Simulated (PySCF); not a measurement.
O, charge +1, quartet; WB97M-V/cc-pVTZ (PySCF).

The PySCF input:
```python
from pyscf import gto, scf, dft

mol = gto.M(
    atom='''
O     0.00000000    0.00000000    0.00000000
''',
    basis='cc-pvtz',
    charge=1,
    spin=3,
    verbose=4,
)

mf = dft.UKS(mol)
mf.xc = 'wb97m_v'
mf.grids.atom_grid = (99, 590)
mf.grids.prune = None
mf.kernel()
```

Predict the main parts of the log of this PySCF run.


```
PySCF version 2.14.0

[INPUT] verbose = 4
[INPUT] num. atoms = 1
[INPUT] num. electrons = 7
[INPUT] charge = 1
[INPUT] spin (= nelec alpha-beta = 2S) = 3
[INPUT] symmetry False subgroup None
[INPUT] Mole.unit = angstrom
[INPUT] Symbol           X                Y                Z      unit          X                Y                Z       unit  Magmom
[INPUT]  1 O      0.000000000000   0.000000000000   0.000000000000 AA    0.000000000000   0.000000000000   0.000000000000 Bohr   0.0

nuclear repulsion = 0
number of shells = 9
number of NR pGTOs = 42
number of NR cGTOs = 30
basis = cc-pvtz
ecp = {}

******** <class 'pyscf.dft.uks.UKS'> ********
method = UKS
initial guess = minao
damping factor = 0
level_shift factor = 0
DIIS = <class 'pyscf.scf.diis.CDIIS'>
diis_start_cycle = 1
diis_space = 8
diis_damp = 0
SCF conv_tol = 1e-09
SCF conv_tol_grad = None
SCF max_cycles = 50
direct_scf = True
direct_scf_tol = 1e-13
number electrons alpha = 5  beta = 2
XC library pyscf.dft.libxc version 7.1.2
    S. Lehtola, C. Steigemann, M. J. T. Oliveira, and M. A. L. Marques,  SoftwareX 7, 1–5 (2018)
XC functionals = wb97m_v
    N. Mardirossian and M. Head-Gordon,  J. Chem. Phys. 144, 214110 (2016)
radial grids:
    Treutler-Ahlrichs [JCP 102, 346 (1995); DOI:10.1063/1.469408] (M4) radial grids

becke partition: Becke, JCP 88, 2547 (1988); DOI:10.1063/1.454033
pruning grids: None
grids dens level: 3
symmetrized grids: False
atomic radii adjust function: <function treutler_atomic_radii_adjust>
User specified grid scheme (99, 590)
** Following is NLC and NLC Grids **
NLC functional = wb97m_v
radial grids:
    Treutler-Ahlrichs [JCP 102, 346 (1995); DOI:10.1063/1.469408] (M4) radial grids

becke partition: Becke, JCP 88, 2547 (1988); DOI:10.1063/1.454033
pruning grids: <function nwchem_prune>
grids dens level: 3
symmetrized grids: False
atomic radii adjust function: <function treutler_atomic_radii_adjust>
small_rho_cutoff = 0
Set gradient conv threshold to 3.16228e-05
tot grids = 58416
tot grids = 14088
init E= -74.7678038257505

cycle= 1 E= -74.4504929032571  delta_E= 0.317  |g|= 0.502  |ddm|= 0.649
cycle= 2 E= -74.5582662469474  delta_E= -0.108  |g|= 0.209  |ddm|= 0.398
cycle= 3 E= -74.5678205427933  delta_E= -0.00955  |g|= 0.0209  |ddm|= 0.0781
cycle= 4 E= -74.5680186204096  delta_E= -0.000198  |g|= 0.00256  |ddm|= 0.0188
cycle= 5 E= -74.5680224757359  delta_E= -3.86e-06  |g|= 0.000215  |ddm|= 0.00259
cycle= 6 E= -74.5680224940725  delta_E= -1.83e-08  |g|= 5.22e-06  |ddm|= 0.000176
cycle= 7 E= -74.5680224940897  delta_E= -1.72e-11  |g|= 4.33e-07  |ddm|= 6.33e-06
Extra cycle  E= -74.5680224940898  delta_E= -8.53e-14  |g|= 8.22e-08  |ddm|= 4.04e-07
converged SCF energy = -74.5680224940898  <S^2> = 3.7525269  2S+1 = 4.0012632
```
